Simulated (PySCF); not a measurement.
B(SiH3)3 (BH₉Si₃), SMILES [SiH3]B([SiH3])[SiH3].

Coordinates come from a PBE0-D3(BJ)/def2-SVP optimisation.

Calculation: TDA-ωB97X/def2-SVPD (PySCF).

Vertical excitations. The molecule is in vacuum. State labels are in the subgroup Cs.

```
state  symmetry  energy (eV)  λ (nm)      f                              main pairs
-----  --------  -----------  ------  -----  --------------------------------------
S1           A'         3.51     353  0.000                          HOMO→LUMO 95 %
S2           A"         3.55     349  0.000                        HOMO−1→LUMO 95 %
S3           A"         6.35     195  0.003                        HOMO−2→LUMO 97 %
S4           A'         6.70     185  0.151                        HOMO−3→LUMO 95 %
S5           A"         6.72     185  0.128                        HOMO−4→LUMO 93 %
S6           A'         6.86     181  0.004                        HOMO−5→LUMO 92 %
S7           A"         6.89     180  0.001                        HOMO−7→LUMO 91 %
S8           A'         7.18     173  0.006                        HOMO−6→LUMO 91 %
S9           A"         7.59     163  0.020  HOMO−1→LUMO+1 56 %, HOMO−1→LUMO+2 28 %
S10          A'         7.60     163  0.006                        HOMO→LUMO+1 83 %
T1           A'         2.82     440      0                          HOMO→LUMO 94 %
T2           A"         2.84     437      0                        HOMO−1→LUMO 94 %
T3           A'         5.95     208      0                        HOMO−3→LUMO 82 %
T4           A"         6.10     203      0                        HOMO−4→LUMO 90 %
```
Triplets are in the Tamm–Dancoff approximation.
